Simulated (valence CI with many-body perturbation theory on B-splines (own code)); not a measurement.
## E1 transitions of Er XIX

Level of theory: valence CI with perturbative core correlation (CI+MBPT): four valence electrons over a frozen Dirac-Fock core [Kr] 4d10, radial functions for each j: 7 s, 7 p, 7 d, 7 f, 4 g, 2 h, with the one-electron correlation potential Σ1, the two-electron term Σ2, the three-electron term Σ3, Breit, model QED; selected CI, second order for the rest, scaled by the run's own slope (own B-spline code, finite nucleus).

No measured levels were compared; by estimate terms of the open shell hold to a few per cent of their energy, and close levels can change places.

Lines 51 to 100 of 368 in falling wavelength, among levels below 66.135 eV, chosen from the strongest by gf and those to the six lowest levels. Wavelengths and rates use the calculated energies, so an error of 2000 cm⁻¹ moves a line at 48.77 nm by 0.98 % and its rate by three times that or more. Electric multipoles are in the length gauge, E1 and E2 with the static RPA response of the core. Weak lines are less certain than strong ones. Lines between different terms over intervals too small for the method are left out, as are lines whose strength nearly cancels. Where a level lies close to another of its J and parity, the split of strength between their lines is uncertain. The highest levels of a list are the least certain.

Names give the largest LS component (configuration and term), which can be under half, so a name can repeat, a term be missing and a line seem to break the LS rules; names also repeat where a configuration has a term twice. Letters in brackets count levels of one name in rising energy.

| λ vac (nm) | Upper | Lower | A (s⁻¹) | log gf | Branch % |
| --- | --- | --- | --- | --- | --- |
| 48.77 | 4f3 5p 5K_7 | 4f3 5s 3L°_7 | 3.07e+04 | -4.78 | 0.0 |
| 48.66 | 4f3 5p 5H_6 | 4f3 5s 3I°_7 [b] | 8.33e+05 | -3.42 | 0.0 |
| 48.65 | 4f3 5s 3K°_8 | 4f4 3K_8 [c] | 1.95e+04 | -4.93 | 16.8 |
| 48.42 | 4f3 5p 5H_6 | 4f3 5s 3L°_7 | 7.45e+05 | -3.47 | 0.0 |
| 48.39 | 4f3 5p 5K_5 | 4f3 5s 3G°_4 [a] | 1.91e+05 | -4.13 | 0.0 |
| 48.29 | 4f3 5p 5K_5 | 4f3 5s 3F°_4 [a] | 3.72e+04 | -4.84 | 0.0 |
| 48.14 | 4f3 5p 5K_5 | 4f3 5s 1H°_5 [a] | 2.11e+05 | -4.09 | 0.0 |
| 48.04 | 4f3 5p 5K_6 | 4f3 5s 3G°_5 [b] | 1.25e+05 | -4.25 | 0.0 |
| 47.89 | 4f3 5p 3H_4 | 4f3 5s 3G°_3 [b] | 2.01e+07 | -2.21 | 0.2 |
| 47.73 | 4f3 5p 5K_6 | 4f3 5s 1K°_7 | 3.67e+05 | -3.79 | 0.0 |
| 47.69 | 4f3 5p 5H_6 | 4f3 5s 3G°_5 [c] | 1.11e+07 | -2.31 | 0.1 |
| 47.65 | 4f3 5p 5K_7 | 4f3 5s 3I°_6 [b] | 7.48e+05 | -3.42 | 0.0 |
| 47.65 | 4f3 5p 5K_5 | 4f3 5s 3K°_6 | 3.56e+06 | -2.87 | 0.0 |
| 47.45 | 4f3 5p 5I_5 | 4f3 5s 3G°_4 [b] | 3.29e+07 | -1.91 | 0.4 |
| 47.31 | 4f3 5p 5H_6 | 4f3 5s 3I°_6 [b] | 1.23e+06 | -3.27 | 0.0 |
| 47.29 | 4f3 5p 5I_5 | 4f3 5s 3G°_5 [b] | 1.40e+05 | -4.29 | 0.0 |
| 47.03 | 4f3 5s 3L°_7 | 4f4 1L_8 [b] | 3.12e+04 | -4.81 | 10.0 |
| 46.80 | 4f3 5s 3I°_7 [b] | 4f4 1L_8 [b] | 3.28e+04 | -4.79 | 15.3 |
| 46.76 | 4f3 5p 5H_6 | 4f3 5s 3I°_5 [b] | 5.95e+06 | -2.60 | 0.1 |
| 46.72 | 4f3 5s 5F°_5 | 4f4 5D_4 | 3.57e+04 | -4.89 | 24.6 |
| 46.71 | 4f3 5p 3H_4 | 4f3 5s 3G°_4 [a] | 1.66e+06 | -3.31 | 0.0 |
| 46.66 | 4f3 5p 3H_4 | 4f3 5s 3F°_3 [a] | 1.79e+07 | -2.28 | 0.2 |
| 46.61 | 4f3 5p 5K_5 | 4f3 5s 5G°_4 | 1.92e+06 | -3.16 | 0.0 |
| 46.53 | 4f3 5s 1D°_2 [c] | 4f4 3D_3 [b] | 7.57e+04 | -4.91 | 10.8 |
| 46.48 | 4f3 5p 3H_4 | 4f3 5s 1H°_5 [a] | 1.01e+06 | -3.53 | 0.0 |
| 46.34 | 4f3 5s 3H°_4 [b] | 4f4 3I_5 [b] | 4.25e+04 | -4.91 | 9.3 |
| 46.33 | 4f3 5p 5I_5 | 4f3 5s 5G°_6 | 2.04e+05 | -4.14 | 0.0 |
| 46.10 | 4f3 5s 3D°_3 [c] | 4f4 3P_2 [b] | 7.88e+04 | -4.76 | 8.0 |
| 45.69 | 4f3 5s 1G°_4 [a] | 4f4 3G_5 [b] | 4.98e+04 | -4.85 | 17.5 |
| 45.65 | 4f3 5p 5K_6 | 4f3 5s 5G°_5 | 2.33e+06 | -3.02 | 0.0 |
| 45.64 | 4f3 5s 1H°_5 [a] | 4f4 1I_6 [a] | 4.94e+04 | -4.77 | 31.9 |
| 45.54 | 4f3 5p 5K_6 | 4f3 5s 1H°_5 [a] | 7.18e+05 | -3.54 | 0.0 |
| 45.48 | 4f3 5p 5K_6 | 4f3 5s 3K°_7 | 1.08e+07 | -2.36 | 0.1 |
| 45.41 | 4f3 5p 5K_7 | 4f3 5s 1K°_7 | 2.55e+06 | -2.93 | 0.0 |
| 45.37 | 4f3 5p 5H_6 | 4f3 5s 3G°_5 [b] | 5.00e+06 | -2.70 | 0.1 |
| 45.10 | 4f3 5p 5H_6 | 4f3 5s 1K°_7 | 3.09e+06 | -2.91 | 0.0 |
| 45.10 | 4f3 5p 5K_6 | 4f3 5s 3K°_6 | 2.10e+07 | -2.08 | 0.2 |
| 45.09 | 4f3 5p 5I_5 | 4f3 5s 3G°_4 [a] | 1.91e+06 | -3.19 | 0.0 |
| 45.08 | 4f3 5p 3H_4 | 4f3 5s 3G°_3 [a] | 3.31e+07 | -2.04 | 0.4 |
| 45.04 | 4f3 5s 1L°_8 | 4f4 1L_8 [b] | 1.47e+05 | -4.12 | 42.2 |
| 45.00 | 4f3 5p 5I_5 | 4f3 5s 3F°_4 [a] | 1.12e+07 | -2.43 | 0.1 |
| 44.98 | 4f3 5p 5I_5 | 4f3 5s 5G°_5 | 2.67e+05 | -4.05 | 0.0 |
| 44.88 | 4f3 5p 5I_5 | 4f3 5s 1H°_5 [a] | 2.03e+06 | -3.17 | 0.0 |
| 44.80 | 4f3 5p 5K_5 | 4f3 5s 5F°_4 | 9.33e+06 | -2.51 | 0.1 |
| 44.78 | 4f3 5p 5K_7 | 4f3 5s 5G°_6 | 4.51e+05 | -3.69 | 0.0 |
| 44.68 | 4f3 5s 3H°_6 [b] | 4f4 3I_6 [b] | 2.94e+04 | -4.94 | 7.4 |
| 44.48 | 4f3 5p 5K_7 | 4f3 5s 3K°_8 | 4.41e+06 | -2.71 | 0.0 |
| 44.48 | 4f3 5p 5H_6 | 4f3 5s 5G°_6 | 1.02e+06 | -3.40 | 0.0 |
| 44.48 | 4f3 5s 3L°_8 | 4f4 3K_7 [b] | 5.21e+04 | -4.58 | 17.1 |
| 44.44 | 4f3 5p 5I_5 | 4f3 5s 3K°_6 | 1.81e+06 | -3.23 | 0.0 |
